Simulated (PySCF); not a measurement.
Problem. What does the GFN2-xTB structure of `O=C(O)[C@]12C[C@H]1C2` look like in three dimensions?

Solution. 
```
atom  x, y, z in Å
O1     1.9714   -1.4136    0.1104
C2     1.4311   -0.3657   -0.1500
O3     2.0448    0.6057   -0.8585
C4     0.0972    0.0136    0.2594
C5    -0.9753   -0.7894    0.9443
C6    -1.2509   -0.1993   -0.3921
C7    -0.7773    1.1815   -0.1063
H8     2.9383    0.3154   -1.0971
H9    -0.8327   -1.8599    1.0104
H10   -1.4448   -0.3492    1.8160
H11   -1.4976   -0.6700   -1.3204
H12   -0.4710    1.7998   -0.9397
H13   -1.2375    1.7315    0.7058
```

Any rigid rotation of these coordinates is as good. Atoms count from 1 in this order. Of the pairs four or more bonds apart, H10···H13 is among the closest relative to their van der Waals radii: 2.37 Å, 99 % of the sum of Bondi's values. The 3-membered ring C4–C6–C7 has internal angles of 59.1° to 60.7°. The 2 C–O bonds span 1.207 Å (O1=C2, drawn double) to 1.350 Å (C2–O3, drawn single), a spread of 0.143 Å. O3 (acid hydroxyl oxygen) is bent (angle 109.4°).

Bonds between heavy atoms (Å): O1=C2 1.207, C2–O3 1.350, C2–C4 1.446, C4–C5 1.505, C5–C6 1.487, C6–C7 1.488, C4–C6 1.512, C4–C7 1.504.

Computed geometry: GFN2-xTB, gas phase.

Point group: C1 (no symmetry element, even within 0.4 Å). Stationary, but not proved a minimum. One conformer, not necessarily the lowest (O1–C2–O3–H 0°, O1–C2–C4–C5 -7°).
